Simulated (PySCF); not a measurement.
## Group charges in `CC(C)=C=PC(F)(F)C(F)(F)F`

Species: C6H6F5P.
Numbering: `[CH3:1][C:2]([CH3:3])=[C:4]=[P:5][C:6]([F:7])([F:8])[C:9]([F:10])([F:11])[F:12]` (hydrogens: H13, H14, H15 on C1; H16, H17, H18 on C3)

Geometry (GFN2-xTB, Å), atoms numbered from 1 in this order:
```xyz
18
C6H6F5P angstrom
C     -1.8138    1.3879   -0.4502
C     -1.3900    0.0337    0.0327
C     -2.3682   -1.0843   -0.1707
C     -0.2186   -0.1692    0.5657
P      1.1892   -0.4234    1.3570
C      2.2360   -0.8306   -0.2164
F      3.3465   -1.5233    0.1363
F      1.5706   -1.6074   -1.1049
C      2.6760    0.4620   -0.9173
F      3.2739    1.2719   -0.0352
F      1.6166    1.1233   -1.3968
F      3.5186    0.2713   -1.9282
H     -2.0328    1.3426   -1.5159
H     -2.7200    1.6949    0.0707
H     -1.0350    2.1261   -0.2817
H     -1.9878   -2.0180    0.2337
H     -2.5586   -1.2117   -1.2354
H     -3.3114   -0.8394    0.3155
```

Atomic charges (e) from the PBE0/pcSseg-1 density (PySCF):

```
atom  Mulliken      IAO  Hirshfeld  ESP-fitted
  C1   -0.1644  -0.4166    -0.1049     -0.6238
  C2   -0.4083  +0.0398    +0.0281     +0.3309
  C3   -0.1632  -0.4163    -0.1035     -0.5368
  C4   -0.1654  -0.2692    -0.0831     -0.1150
  P5   +0.3528  +0.3231    +0.0594     -0.1055
  C6   +0.2644  +0.3646    +0.1063     +0.4758
  F7   -0.2797  -0.2802    -0.0990     -0.1844
  F8   -0.2738  -0.2772    -0.0964     -0.2142
  C9   +0.8128  +0.7811    +0.2324     +0.2669
 F10   -0.2612  -0.2740    -0.0877     -0.1274
 F11   -0.2594  -0.2747    -0.0824     -0.1244
 F12   -0.2497  -0.2593    -0.0855     -0.1145
 H13   +0.1343  +0.1592    +0.0550     +0.1937
 H14   +0.1324  +0.1565    +0.0536     +0.1950
 H15   +0.1315  +0.1643    +0.0481     +0.1798
 H16   +0.1301  +0.1632    +0.0507     +0.1629
 H17   +0.1359  +0.1598    +0.0555     +0.1712
 H18   +0.1308  +0.1560    +0.0536     +0.1697
```

Question: Cut each of the bonds C1–C2, C2–C4, P5–C4, C6–P5 and C9–C6 in turn and sum the charges on the side of the atom named first.

Answer: In e; the other side holds the opposite charge:

```tsv
bond cut	piece	atoms	Mulliken	IAO	Hirshfeld	ESP-fitted
C1–C2	CH3	4	+0.234	+0.063	+0.052	-0.055
C2–C4	C3H6	9	+0.059	+0.166	+0.136	+0.243
P5–C4	C2F5P	8	+0.106	+0.103	-0.053	-0.128
C6–P5	C2F5	7	-0.247	-0.220	-0.112	-0.022
C9–C6	CF3	4	+0.042	-0.027	-0.023	-0.099
```

Extremes among these pieces. Mulliken: lowest C2F5 at C6, highest CH3 at C1; IAO: lowest C2F5 at C6, highest C3H6 at C2; Hirshfeld: lowest C2F5 at C6, highest C3H6 at C2; ESP-fitted: lowest C2F5P at P5, highest C3H6 at C2.

Question: Do the schemes agree better on the pieces than on the single atoms at the cuts?

Answer: The spread between schemes averages 0.215 e for the pieces and 0.533 e for the atoms named first; it is smaller for the piece at 5 of the 5 cuts. On average they agree better on the pieces. The sign differs between schemes (beyond ±0.03 e) for CH3 at C1, C2F5P at P5 and CF3 at C9.

Isolated species at its GFN2-xTB geometry (one conformer only).
